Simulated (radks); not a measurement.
Values are calculated unless marked as measured or tabulated.
Question: These are the eigenvalues of the occupied orbitals of an atom or ion with whole-number occupations (Ry). Code: a radial shooting solver on a logarithmic mesh with Libxc functionals. Model: scalar-relativistic Kohn-Sham, PBE, spin-polarised, spherical densities, finite nucleus; Fermi nuclear charge, rms radius of each element as measured or else 0.836 A^(1/3) + 0.57 fm.

1s: -1040.620
2s: -137.0341
2p: -121.1601
3s: -19.40106
3p: -14.34626
3d: -5.98292
4s: -1.69404
4p: -0.67968

Which element is it, and in what charge state? The configuration may be excited. Open shells, if any, are filled with parallel spins first.

Answer: Z = 36, krypton, charge 0: Kr in [Kr]. The list shows which subshells hold electrons but not how many an open one holds; the 1s level, -520.31 hartree, gives Z - s = 32.3 by -(Z - s)^2/2, which with screening and relativity narrows Z to a few neighbours, and the depths of the outer levels then fix element, charge and occupations together.
